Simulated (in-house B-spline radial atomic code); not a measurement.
A fraction x of an electron is removed from 4p in I III (I2+), starting from [Kr] 4d10 5s2 5p3 and keeping the highest spin. Level of theory: non-relativistic PBEsol, spin-polarised, spherical fractional occupations, point nucleus; calculated with a B-spline radial code for spherical atoms.

```csv
x,E(x) - E(0) (eV),4p down level (eV)
0,0.0000,-144.410
0.12,17.4704,-146.766
0.13,18.9390,-146.963
0.35,51.7502,-151.331
0.39,57.8195,-152.132
0.5,74.6754,-154.343
0.62,?,?
0.71,107.5338,-158.603
0.76,?,?
0.96,147.8249,-163.737
1,154.3910,-164.565
```

Problem. What belongs in the row x = 0.62?

Solution. An energy change of 93.3421 eV; 4p down at -156.771 eV.

Problem. What belongs in the row x = 0.76?

Solution. An energy change of 115.4895 eV; 4p down at -159.624 eV.

Problem. Check Janak's theorem between x = 0.12 and 0.13.

Solution. The slope of the energy is 146.86 eV; the orbital levels give 146.86 eV (-ε of the emptying orbital, averaged over the two points).
